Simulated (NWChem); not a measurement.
System: C$_{4}$H$_{8}$O; SMILES C=CCOC

Input file for NWChem:

```
start job
memory heap 200 mb stack 700 mb global 900 mb
geometry units angstroms noautosym nocenter noautoz
  C     -0.123608     2.448787    -0.266643
  C      0.369920     1.311857     0.221893
  C     -0.370270     0.016362     0.280165
  O      0.448338    -1.011562    -0.198986
  C     -0.138723    -2.270122    -0.109773
  H     -1.127667     2.497574    -0.701184
  H      0.453912     3.376667    -0.248849
  H      1.382858     1.284588     0.641074
  H     -0.662272    -0.192129     1.334560
  H     -1.314865     0.084241    -0.299580
  H     -0.393121    -2.538653     0.936059
  H     -1.067994    -2.342516    -0.710569
  H      0.579907    -3.007968    -0.493457
end
basis spherical
  C library def2-svp
  O library def2-svp
  H library def2-svp
end
dft
  xc m05-2x
  iterations 150
end
cosmo
  do_cosmo_smd true
  solvent water
end
task dft energy
```

The geometry was optimised at PBE0/def2-SVP. No frequency run checked for a minimum. Solvent: water.

Level: M05-2X/def2-SVP with SMD (1 M gas to 1 M solution), gas-phase geometry.

Predict the main results of this run. (M05-2X/def2-SVP, SMD on the gas-phase geometry.) Quantities: solvation free energy (kcal/mol); cavity-dispersion-structure term (kcal/mol); dipole in solution (D).


| Item | Result |
|---|---|
| solvation free energy (kcal/mol) | -1.5 |
| cavity-dispersion-structure term (kcal/mol) | 4.3 |
| dipole in solution (D) | 1.91 |
